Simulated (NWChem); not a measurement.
Molecule: ZnHBr; SMILES [ZnH][Br]

```xyz
3

Zn     0.0000     0.0000    -1.1433
H      0.0000     0.0000    -2.6735
Br     0.0000     0.0000     1.1010
```
Atoms are numbered in this order, from 1.

All runs use the structure optimised with PBE0/def2-SVP.

Spin-orbit effects, on the heavy nuclei and on their neighbours, are missing.

Task: Give the principal values of the shielding tensors (ppm) of Zn1, Br3 from B3LYP/6-31G* (spherical d), GIAO (NWChem), with their diamagnetic and paramagnetic parts as GIAO splits them.

Result: 
| atom | σ11 | σ22 | σ33 | isotropic | diamagnetic | paramagnetic |
|---|---|---|---|---|---|---|
| Zn1 | 1640.7 | 1640.7 | 2527.4 | 1936.3 | 2517.1 | -580.8 |
| Br3 | 2528.1 | 2528.1 | 3129.6 | 2728.6 | 3121.3 | -392.6 |
